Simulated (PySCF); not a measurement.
Gas-phase equilibrium of 1 mol GeF4, 70 mol H2 at 1200 K and 1.01 bar, among 16 species (GeH4, Ge2H6, F2, GeF2, GeF3, F, H, GeH3F, GeHF3, HF, H2, Ge3H8, GeH3, GeH2F2, GeH2, GeF4). Only gases are allowed; each row takes one source of thermochemistry for all species, and Cantera finds the minimum.

Method: PySCF energies plus ideal-gas RRHO corrections (1 bar). † marks an energy on the PBE0/def2-TZVP geometry and frequencies; other levels use their own. MP2 freezes the core. 6-31G* has spherical d functions here. Open shells (unrestricted) among the columns below: H (multiplicity 2); the rest are closed-shell singlets. B3LYP is the form with VWN-RPA correlation. Ge: all electrons, no relativistic terms. GeHF3, GeH2F2: computed as isolated molecules; such fragments, hydroxides, amides, oligomers or adducts are transient or little studied in the gas. MP2 isn't extrapolated to the basis-set limit. The harmonic model lacks anharmonicity and excited electronic states, which grow with temperature; levels with a mode under 35 cm⁻¹ are left out.

Molecules larger than those listed are left out, and so are free Ge atoms, whose spin-orbit terms are large. Also missing: (HF)n, which can matter at low temperature or high pressure. Table species left out: H2F2, H3F3, H4F4.

With B3LYP/6-31G* thermochemistry: H2 0.96, HF 0.028, GeF2 0.014, H 1.9e-7, GeHF3 8.0e-7, GeH2F2 1.0e-8.

How far does the composition move with the other sources (B3LYP/def2-TZVP†, HF/def2-TZVP†, MP2/def2-SVP†, r2SCAN/def2-TZVP†, LDA/def2-TZVP†)?


```csv
thermochemistry,x H2,x HF,x GeF2,x H,x GeHF3,x GeH2F2
B3LYP/6-31G*,0.96,0.028,0.014,1.9e-7,8.0e-7,1.0e-8
B3LYP/def2-TZVP†,0.96,0.028,0.014,1.8e-7,2.4e-8,1.5e-8
HF/def2-TZVP†,0.96,0.028,0.014,4.8e-5,2.6e-6,1.7e-6
MP2/def2-SVP†,0.96,0.028,0.014,2.1e-6,5.8e-6,2.1e-6
r2SCAN/def2-TZVP†,0.96,0.028,0.014,3.1e-7,9.5e-7,2.3e-7
LDA/def2-TZVP†,0.96,0.028,0.014,9.6e-8,6.2e-7,6.2e-7
```
The most sensitive of these is H: it spans a factor of 10^2.7 over these rows; at this temperature one factor of ten is RT ln 10 = 23 kJ/mol.
